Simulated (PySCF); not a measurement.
Al(H) cation (AlH), SMILES [AlH] (connectivity only; charge and spin as stated), charge +1, multiplicity 2.

Geometry: B3LYP-D3(BJ)/def2-TZVPD. The multiplicity is an assumed one; other spin states were not compared.

Two levels are set side by side: PBE/def2-TZVPD (PySCF) and PBE0/def2-TZVPD (PySCF). Same geometry, gas phase. Differences are taken from unrounded values.

```json
[
 {"quantity": "α-spin orbital gap (eV)", "PBE0": "5.55"},
 {"quantity": "β-spin orbital gap (eV)", "PBE0": "6.81"},
 {"quantity": "mean polarisability (bohr³)", "PBE0": "26.0"}
]
```

What does PBE give, and how far is it from PBE0? (The exact figures need the calculation; the answer reports its results.)


```
quantity                      PBE  PBE minus PBE0
---------------------------  ----  --------------
α-spin orbital gap (eV)      3.61           -1.95
β-spin orbital gap (eV)      4.80           -2.01
mean polarisability (bohr³)  25.9            -0.1
```

Rough cost on one machine, each run with all the roots and properties that it gave: PBE0 against PBE within a factor of 2.
